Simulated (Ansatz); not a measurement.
Consider the substitution at a C–C bond: `CC1(C=O)CO1` + `[SH][GaH2]` → `O=C[S][GaH2]` + `CC1CO1`.

Isolated molecules relaxed with PBE0-D4/def2-TZVP in Ansatz; ΔE leaves out vibrations. CBS: MP2 limit from def2 TZ/QZ plus the TZ coupled-cluster correction, frozen cores. Functionals use def2-TZVPP. For Ga outer-core shells are correlated without core-valence functions, which leaves a few kJ/mol of doubt a bond. Scalar relativity is left out up to krypton. One conformer a species, not always the lowest.

| level | ΔE (kcal/mol) |
| --- | --- |
| PBE-D4 | -0.4 |
| CCSD(T)/def2-TZVPP | 3.6 |
| MP2/CBS(def2) | 2.1 |
| CCSD/CBS(def2) | 3.6 |

(1) What does CCSD(T)/CBS give? (An estimate is asked.)

Largest T1 diagnostic among the species: 0.016.

## Answers

(1) The calculation gave: +2.8 kcal/mol. The listed levels differ from it by -3.2, 0.8, -0.7, 0.8 kcal/mol.

In def2-TZVPP, CCSD(T) changes the Hartree–Fock value by −2.0 kcal/mol (the triples alone add −0.8 kcal/mol) and MP2 by −2.6 kcal/mol. From PBE to PBE0 (25 % exact exchange), in def2-TZVPP and without D4, ΔE moves by +2.0 kcal/mol.
